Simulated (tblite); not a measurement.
C5H8GeS2.
Numbering: `[GeH3:1][S:2][CH2:3][c:4]1[cH:5][cH:6][cH:7][s:8]1` (hydrogens: H9, H10, H11 on Ge1; H12, H13 on C3; H14 on C5; H15 on C6; H16 on C7)

Computed with GFN2-xTB (tblite), gas phase: L-BFGS steps from a force-field or distance-geometry start until the largest atomic force falls under 0.01 eV/Å.

Step 11: E = -631.2704 eV
```
atom  x, y, z in Å  |  force x, y, z in eV/Å
Ge1     2.9243    0.5791    0.7429   -0.019  -0.042  -0.079
S2      2.0299   -0.8915   -0.6369    0.025   0.043   0.006
C3      0.4487   -1.5311    0.1133    0.030  -0.011  -0.069
C4     -0.6543   -0.5575    0.1723   -0.017  -0.006  -0.093
C5     -1.5586   -0.3404   -0.8244   -0.051   0.138  -0.069
C6     -2.5179    0.6427   -0.4984   -0.062   0.095   0.063
C7     -2.3395    1.1555    0.7458    0.109  -0.063   0.099
S8     -0.9894    0.4387    1.5457    0.044   0.115   0.046
H9      2.2042    1.8932    0.7288   -0.079   0.024   0.055
H10     3.0316    0.0812    2.1534   -0.081  -0.032   0.032
H11     4.3104    0.8119    0.2158   -0.091  -0.047  -0.002
H12     0.1659   -2.2807   -0.6265    0.130  -0.221   0.163
H13     0.6790   -1.9905    1.0750    0.011   0.090  -0.075
H14    -1.5244   -0.8643   -1.7652   -0.032   0.056   0.048
H15    -3.3085    0.9604   -1.1558    0.034  -0.046  -0.009
H16    -2.9090    1.9022    1.2700    0.049  -0.092  -0.115
```

Step 12: E = -631.2775 eV
```
atom  x, y, z in Å  |  force x, y, z in eV/Å
Ge1     2.9207    0.5813    0.7463   -0.078  -0.101  -0.101
S2      2.0339   -0.8883   -0.6446   -0.072   0.020   0.109
C3      0.4459   -1.5312    0.1120    0.183   0.012  -0.106
C4     -0.6508   -0.5537    0.1636   -0.057  -0.013  -0.028
C5     -1.5580   -0.3388   -0.8303   -0.086   0.186  -0.004
C6     -2.5187    0.6436   -0.4961    0.026   0.041   0.044
C7     -2.3354    1.1537    0.7493    0.087  -0.089   0.001
S8     -0.9841    0.4384    1.5442    0.079   0.065  -0.016
H9      2.1980    1.8944    0.7316   -0.068   0.017   0.057
H10     3.0249    0.0775    2.1569   -0.079  -0.019   0.000
H11     4.3017    0.8054    0.2116   -0.040  -0.019   0.003
H12     0.1700   -2.2909   -0.6198    0.116  -0.191   0.168
H13     0.6774   -1.9758    1.0806    0.026   0.080  -0.098
H14    -1.5235   -0.8673   -1.7692   -0.052   0.092   0.061
H15    -3.3079    0.9608   -1.1545    0.004  -0.026  -0.001
H16    -2.9017    1.8997    1.2745    0.012  -0.055  -0.090
```

Task: Estimate the geometry and energy of step 13. (The exact step hangs on the optimiser's Hessian estimate; all steps are aligned on step 12, rigid shifts and turns removed.)

Result: E = -631.2858 eV, largest force 0.280 eV/Å
```
atom  x, y, z in Å  |  force x, y, z in eV/Å
Ge1     2.9147    0.5820    0.7487   -0.135  -0.120  -0.077
S2      2.0372   -0.8842   -0.6520   -0.155  -0.020   0.162
C3      0.4458   -1.5306    0.1085    0.251   0.049  -0.115
C4     -0.6479   -0.5492    0.1522   -0.007  -0.051   0.083
C5     -1.5580   -0.3336   -0.8368   -0.098   0.154  -0.001
C6     -2.5196    0.6459   -0.4925    0.084  -0.024  -0.046
C7     -2.3289    1.1500    0.7533    0.023  -0.034  -0.040
S8     -0.9758    0.4390    1.5418    0.130  -0.016  -0.089
H9      2.1892    1.8960    0.7362   -0.046  -0.009   0.057
H10     3.0153    0.0727    2.1610   -0.076  -0.002  -0.048
H11     4.2906    0.7972    0.2065    0.014   0.011   0.007
H12     0.1772   -2.3072   -0.6085    0.097  -0.134   0.157
H13     0.6762   -1.9567    1.0853    0.049   0.066  -0.098
H14    -1.5236   -0.8690   -1.7729   -0.077   0.140   0.075
H15    -3.3072    0.9609   -1.1528   -0.028   0.003   0.023
H16    -2.8928    1.8958    1.2782   -0.024  -0.014  -0.050
```

The energy changes by -0.0083 eV. The first-order estimate −F·Δx gives -0.0113 eV and the mean of the old and new forces, exact on a quadratic surface, -0.0083 eV. The step makes an angle of 62° with the force vector and moves no atom by more than 0.021 Å.

The cost below is that of the whole relaxation. Time: 1.9 s. Hardware: one thread, Intel Xeon at 2.70 GHz (x86_64) (shared host).
